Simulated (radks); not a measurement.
Fe23+, 3 electrons, occupied as [He] 2s1. Calculated with a radial shooting solver on a logarithmic mesh with Libxc functionals: scalar-relativistic Kohn-Sham, r2SCAN, spin-polarised, spherical densities, finite nucleus; open shells are filled with parallel spins first; meta-GGA in the generalised Kohn-Sham scheme; Fermi nuclear charge, rms radius 3.7377 fm. Some entries of the table are withheld. Estimate them.

orbital,occ.,eigenvalue (eV),<r> (bohr),r(max) (bohr)
1s up,1,-8556.746,0.05793,(1)
1s down,1,-8550.445,0.05795,(2)
2s up,1,-2011.882,0.2396,0.2077
2p up,0,-1943.084,0.2053,0.1641
3s up,0,-836.5275,(3),(4)

Answer. 
(1) 1s up r(max) (bohr): 0.03814
(2) 1s down r(max) (bohr): 0.03817
(3) 3s up <r> (bohr): 0.5441
(4) 3s up r(max) (bohr): 0.5215
